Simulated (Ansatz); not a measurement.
Calculated with Ansatz (gas phase, PBE0-D4/def2-TZVP geometries, no zero-point term in ΔE). CCSD(T)/CBS adds triple-zeta CCSD(T) − MP2 to the extrapolated MP2 energy (def2 sets, frozen cores). This one scheme is used for every species. DFT in def2-TZVPP. For Ga outer-core shells are correlated without core-valence functions, which leaves a few kJ/mol of doubt a bond. Scalar relativity is left out up to krypton. One conformer a species, not always the lowest.

Reaction (ligand exchange at a Ga–C bond): `[CH3][GaH][C](=N)F` + HCl → `[CH3][GaH][Cl]` + `N=CF`

```tsv
species	PBE energy (Eh)
`[CH3][GaH][C](=N)F`	-2158.19076
HCl	-460.62738
`[CH3][GaH][Cl]`	-2425.10729
`N=CF`	-193.76094
```

(1) Work out ΔE.

Largest T1 diagnostic among the species: 0.014.

Results:

(1) ΔE = (-2425.10729) + (-193.76094) − (-2158.19076) − (-460.62738) = -0.05009 Eh = -131.5 kJ/mol. CCSD(T)/CBS gives -133.4 kJ/mol.

In def2-TZVPP, CCSD(T) changes the Hartree–Fock value by +28.4 kJ/mol (the triples alone add +3.3 kJ/mol) and MP2 by +24.4 kJ/mol. The D4 term adds +3.4 kJ/mol with B3LYP and +2.0 kJ/mol with PBE0; it sums over pairs of atoms, weighted by their polarisabilities, and B3LYP, whose exchange is more repulsive, gets the larger term. From PBE to PBE0 (25 % exact exchange), in def2-TZVPP and without D4, ΔE moves by −7.8 kJ/mol.

B3LYP here is the variant with VWN-RPA as its local correlation; programs differ in this.
